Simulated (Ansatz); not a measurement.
`C[O][Al]1[CH2][O]1` → `C1O[CH2][AlH][O]1`  (isomerisation)

Computed with Ansatz on PBE0-D4/def2-TZVP structures; ΔE is electronic, products minus reactants. CCSD(T)/CBS is the MP2 limit (def2-TZVPP, def2-QZVPP) plus CCSD(T) − MP2 in def2-TZVPP, frozen cores. Functionals use def2-TZVPP. Each species was taken in one conformer, which may not be the lowest.

`C[O][Al]1[CH2][O]1`:

```xyz
10

C    -1.874   -1.234    0.272
O    -0.749   -0.514    0.679
Al    0.572    0.367    0.214
C     1.969    1.308   -0.607
O     1.883    1.202    0.890
H    -2.776   -0.782    0.692
H    -1.806   -2.264    0.634
H    -1.976   -1.259   -0.818
H     2.870    0.838   -1.003
H     1.888    2.339   -0.953
```

`C1O[CH2][AlH][O]1`:

Cartesian coordinates in Å:
```
C -1.227 0.456 0.174
O -0.034 1.192 0.019
C 1.037 0.393 -0.514
Al 0.625 -1.255 0.478
O -1.002 -0.793 0.761
H -1.710 0.313 -0.807
H -1.871 1.066 0.814
H 0.960 0.321 -1.610
H 1.966 0.918 -0.288
H 1.256 -2.610 0.973
```

| level | ΔE (kcal/mol) |
| --- | --- |
| PBE-D4 | -1.6 |
| r2SCAN-D4 | -0.5 |
| ωB97M-V | -2.0 |
| B2PLYP | 1.2 |
| PBE | -0.8 |
| PBE0 | -2.3 |
| SCS-MP2/def2-TZVPP | 1.1 |
| CCSD/def2-TZVPP | -0.8 |

(1) What does CCSD(T)/CBS give? (An estimate is asked.)

Largest T1 diagnostic among the species: 0.014.

Results:

(1) Computed: -0.1 kcal/mol. The listed levels differ from it by -1.5, -0.4, -1.9, 1.3, -0.7, -2.2, 1.2, -0.7 kcal/mol.

From PBE to PBE0 (25 % exact exchange), in def2-TZVPP and without D4, ΔE moves by −1.5 kcal/mol. In def2-TZVPP, CCSD(T) changes the Hartree–Fock value by +1.7 kcal/mol (the triples alone add −0.0 kcal/mol) and MP2 by +3.6 kcal/mol. The D4 term adds −1.4 kcal/mol with B3LYP and −0.7 kcal/mol with PBE0; it sums over pairs of atoms, weighted by their polarisabilities, and B3LYP, whose exchange is more repulsive, gets the larger term.

B3LYP here is the variant with VWN-RPA as its local correlation; programs differ in this.
